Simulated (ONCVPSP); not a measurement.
# Which change was made? (Se, ONCV)

```
Element                 : selenium
Generator               : ONCVPSP 4.0.1
Type                    : optimised norm-conserving Vanderbilt (ONCV)
Functional              : PBEsol
Relativity              : non-relativistic
Frozen core             : [Ar]
Valence charge          : 16
Reference configuration : 3d10 4s2 4p4
Partial waves           : 4s: rc 1.50 bohr, ncon 4, nbas 7, qcut 4.1 1/bohr, 2 projectors, debl 3.4 Ha; 4p: rc 1.90 bohr, ncon 5, nbas 8, qcut 4.2 1/bohr, 1 projector; 3d: rc 1.20 bohr, ncon 4, nbas 9, qcut 15 1/bohr, 3 projectors, debl 1.6 Ha
Local potential         : polynomial inside 1.10 bohr (lpopt 3, dvloc0 6 Ha)
Core correction         : none
```

In the d channel the program set the typed energies aside and used -2.001, 0.250, 1.850 Ha.

Cutoffs, loose and tight: the cutoffs (Ha) at which the residual kinetic energy of the hardest occupied pseudo-wave falls to 1 and 0.1 mHa per electron. They do not see the model core or the augmentation charge, which bear on the density cutoff. Test errors are all-electron minus pseudo excitation energies from the reference, over the configurations 3d10 4s2 4p3; 3d10 4s2 4p2; 3d10 4s2 4p1; 3d10 4s1 4p4; variants that change the core or the reference have their own tests.

The base gives: outcome: generated, projector energies reset by the program; cutoff, loose: 85 Ha; cutoff, tight: 94 Ha; bound ghosts: none; GHOST(+) flags above zero: s; largest test error (meV): +15.

(1) After one change the result is: outcome: generated, projector energies reset by the program; cutoff, loose: 73 Ha; cutoff, tight: 82 Ha; bound ghosts: none; GHOST(+) flags above zero: s; largest test error (meV): +9.2. Which change was it?
A. all radii scaled by about 1.19 (s 1.78, p 2.26, d 1.42 bohr); local potential polynomial inside 1.30 bohr (lpopt 3, dvloc0 6 Ha)
B. local potential polynomial inside 0.85 bohr (lpopt 3, dvloc0 0 Ha)
C. functional PBE

## Answers

(1) A. The others give: local potential polynomial inside 0.85 bohr (lpopt 3, dvloc0 0 Ha) → outcome: generated, projector energies reset by the program; cutoff, loose: 85 Ha; cutoff, tight: 94 Ha; bound ghosts: none; GHOST(+) flags above zero: s; largest test error (meV): +35 | functional PBE → outcome: generated, projector energies reset by the program; cutoff, loose: 85 Ha; cutoff, tight: 94 Ha; bound ghosts: none; GHOST(+) flags above zero: s; largest test error (meV): +21.
